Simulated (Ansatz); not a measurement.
Mulliken charges of `C1[O][GeH2][Se]1` from ωB97M-V/def2-TZVPP in Ansatz (PBE0-D4/def2-TZVP geometry).

| atom | x (Å) | y (Å) | z (Å) | charge (e) |
| --- | --- | --- | --- | --- |
| C1 | -0.838 | 0.889 | 0.119 | -0.057 |
| O2 | 0.415 | 0.808 | -0.507 | -0.425 |
| Ge3 | 0.906 | -0.891 | -0.161 | 0.401 |
| Se4 | -1.161 | -0.926 | 0.933 | -0.214 |
| H5 | -0.842 | 1.633 | 0.918 | 0.134 |
| H6 | -1.635 | 1.094 | -0.599 | 0.134 |
| H7 | 2.185 | -0.951 | 0.694 | 0.014 |
| H8 | 1.062 | -1.713 | -1.453 | 0.014 |

Question: By hand: the dipole of these point charges (1 e Å = 4.8032 D).

Answer: Σ q r = (0.197, -0.225, -0.023) e Å, of length 0.300 e Å = 1.44 D.

Question: How does the dipole of the full density compare? (Estimate.)

Answer: The calculation gave: (0.123, -0.100, -0.029) e Å, 0.77 D; the point charges give 1.87 times that, at 11° from its direction.

Point charges leave out the atoms' own dipoles, such as those of lone pairs, and Mulliken's split depends on the basis, so the two needn't agree.
